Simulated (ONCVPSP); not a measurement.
# Reading a pseudo-wave (magnesium)

Columns: radius, all-electron u(r) and pseudo u(r) of the 2s shell (level -81.36 eV) of magnesium in the configuration [He] 2s2 2p6 3s1 3p1; LDA (Perdew-Wang 92), scalar-relativistic, ONCV scheme, ONCVPSP 4.0.1.

```
r (bohr)  all-electron  pseudo
   0.062       -0.5580  0.2080
   0.125       -0.3595  0.4122
   0.188        0.0563  0.6022
   0.250        0.4603  0.7690
   0.312        0.7835  0.9104
   0.375        1.0138  1.0241
   0.438        1.1537  1.1049
   0.500        1.2199  1.1516
   0.562        1.2327  1.1674
   0.625        1.2067  1.1548
   0.688        1.1540  1.1179
   0.750        1.0858  1.0633
   0.812        1.0086  0.9960
   0.875        0.9259  0.9198
   0.938        0.8429  0.8403
   1.000        0.7632  0.7623
   1.062        0.6872  0.6869
   1.125        0.6148  0.6147
   1.188        0.5477  0.5476
   1.250        0.4872  0.4871
   1.312        0.4320  0.4320
   1.375        0.3814  0.3813
   1.438        0.3359  0.3358
   1.500        0.2958  0.2958
   1.562        0.2601  0.2601
   1.625        0.2279  0.2278
```

**Question.** How many radial nodes do the two functions have?

**Answer.** The all-electron 2s function has n − l − 1 = 1; the pseudo-wave has 0, since the states of the same l below it are removed with the core.

**Question.** At about which radius was the pseudo-wave matched?

**Answer.** 1.20 bohr. The columns agree to 0.0005 from 1.06 bohr on; several derivatives are matched, so the curves merge somewhat inside the radius.

**Question.** Where does each function peak?

**Answer.** Outermost all-electron maximum near 0.56 bohr, pseudo maximum near 0.56 bohr (to the table’s step).

**Question.** Is the pseudo-wave norm-conserving?

**Answer.** Yes: the ONCV scheme keeps the norm inside the radius equal to the all-electron one, which fixes the energy derivative of the logarithmic derivative at the level.
